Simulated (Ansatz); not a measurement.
`[GeH3][Te][GeH3]` + `Cl[SiH](Cl)Cl` → `[GeH3][TeH]` + `Cl[Si](Cl)(Cl)[GeH3]`  (redistribution)

Calculated with Ansatz (gas phase, PBE0-D4/def2-TZVP geometries, no zero-point term in ΔE). CCSD(T)/CBS is the MP2 limit (def2-TZVPP, def2-QZVPP) plus CCSD(T) − MP2 in def2-TZVPP, frozen cores. This one scheme is used for every species. Functionals use def2-TZVPP. def2 core potentials past Kr. For Ge, Te outer-core shells are correlated without core-valence functions, which leaves a few kJ/mol of doubt a bond. Scalar relativity is left out up to krypton.

| level | ΔE (kJ/mol) |
| --- | --- |
| BHLYP-D4 | 54.9 |
| r2SCAN | 49.3 |

What does CCSD(T)/CBS give? (An estimate is asked.)

The calculation gave: +54.0 kJ/mol. The listed levels differ from it by 0.9, -4.7 kJ/mol.

Largest T1 diagnostic among the species: 0.011.

In def2-TZVPP, CCSD(T) changes the Hartree–Fock value by −13.3 kJ/mol (the triples alone add −0.8 kJ/mol) and MP2 by −4.3 kJ/mol. From r2SCAN to r2SCAN0 (25 % exact exchange), in def2-TZVPP and without D4, ΔE moves by +4.0 kJ/mol. Leaving LDA and LC-ωPBE aside and taking each functional with its dispersion term where it has one, the values, not all of them listed here, spread over 14.2 kJ/mol, from B97M-V to PBE-QIDH. LDA lies −4.7 kJ/mol from PBE without D4.
